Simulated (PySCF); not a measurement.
Compound: [Ga(OMe)H3]-, CH6GaO (charge -1).
SMILES: `[GaH3-][O]C`

Method used: PBE0-D3(BJ)/def2-SVP geometry optimisation, gas phase in PySCF 2.14.0.

Take the most abundant isotopes and a rigid rotor. 

**Question.** Give the principal moments of inertia and the rotational constants in MHz.

**Answer.** Ia = 17.77, Ib = 132.50, Ic = 139.86 u·Å²; 505379 MHz·u·Å²/I gives A = 28432, B = 3814, C = 3613 MHz.

**Question.** Classify the top.

**Answer.** A near-prolate asymmetric top: κ = (2 × 3814 − 28432 − 3613)/(28432 − 3613) = -0.98.

**Question.** What does the inertial defect say?

**Answer.** Not planar: Δ = Ic − Ia − Ib = -10.41 u·Å². For a rigid frame Δ = −2 Σ m c², so Σ m c² = 5.21 u·Å² lies off the ab plane, practically all of it from hydrogen. The atom farthest from that plane is 1.36 Å away.

**Question.** Give the other two planar moments, Paa and Pbb, and the rms extents of the mass along the axes.

**Answer.** Paa = Σ m a² = (Ib + Ic − Ia)/2 = 127.29 and Pbb = Σ m b² = (Ia + Ic − Ib)/2 = 12.57 u·Å². With the mass M = 102.97 u, the rms extents √(P/M) along a, b and c are 1.11, 0.35, 0.22 Å.

**Question.** Give the coordinates in the principal-axis frame, origin at the centre of mass.

**Answer.** The sense of each axis is arbitrary; atoms in the order of the calculation.
```tsv
atom	mass (u)	a (Å)	b (Å)	c (Å)
Ga1	68.926	0.680	-0.044	0.000
O2	15.995	-1.102	0.592	0.000
C3	12.000	-2.105	-0.328	0.000
H4	1.008	-2.132	-0.985	-0.908
H5	1.008	-3.110	0.159	0.041
H6	1.008	-2.083	-1.039	0.867
H7	1.008	0.861	-0.976	1.321
H8	1.008	1.609	1.274	0.038
H9	1.008	0.891	-0.916	-1.357
```

**Question.** Which lines would a microwave search look for?

**Answer.** The dipole components (about the centre of mass, as the species is charged) are |μa| = 1.19 D, |μb| = 0.50 D, |μc| = 0.01 D. Intensities carry the squares of the components, which stand as 1.00 : 0.17 : 0.00 (a : b : c). Some lines, for components of 0.1 D or more:

```csv
type,branch,"J(Ka,Kc)",MHz,lower level (cm⁻¹)
a,Q,"2(1,1) ← 2(1,2)",602,1.558
a,Q,"4(1,3) ← 4(1,4)",2008,3.269
b,R,"5(0,5) ← 4(1,4)",13385,3.269
a,R,"3(0,3) ← 2(0,2)",22278,0.743
a,R,"3(2,2) ← 2(2,1)",22283,4.041
a,R,"4(2,3) ← 3(2,2)",29710,4.785
a,R,"5(1,5) ← 4(1,4)",36631,3.269
a,R,"5(2,4) ← 4(2,3)",37136,5.776
a,R,"5(3,3) ← 4(3,2)",37143,9.898
b,R,"5(1,5) ← 4(0,4)",60361,2.477
b,Q,"5(2,3) ← 5(1,4)",72697,4.591
b,Q,"4(2,2) ← 4(1,3)",73172,3.336
b,Q,"3(2,2) ← 3(1,3)",74758,2.291
b,Q,"4(2,3) ← 4(1,4)",75161,3.269
b,R,"2(2,0) ← 1(1,1)",89112,1.069
b,R,"3(2,2) ← 2(1,1)",96137,1.578
b,R,"4(2,3) ← 3(1,2)",103263,2.331
b,R,"5(2,4) ← 4(1,3)",110289,3.336
b,Q,"3(3,1) ← 3(2,2)",123592,4.785
b,Q,"5(3,3) ← 5(2,4)",123603,7.014
b,R,"5(3,2) ← 4(2,3)",160739,5.776
b,Q,"5(4,2) ← 5(3,3)",173025,11.137
b,R,"4(4,1) ← 3(3,0)",202739,8.907
b,R,"5(4,2) ← 4(3,1)",210167,9.898
b,R,"5(5,0) ← 4(4,1)",259604,15.670
```

Not checked by PBE0-D3(BJ)/def2-SVP frequencies. The geometry's basis has no diffuse functions, a weakness for an anion. Zero-point vibration and centrifugal distortion are left out. A rigid rotor knows nothing of internal rotation, which can split or shift real lines. Quadrupole hyperfine structure (69Ga) is left out.
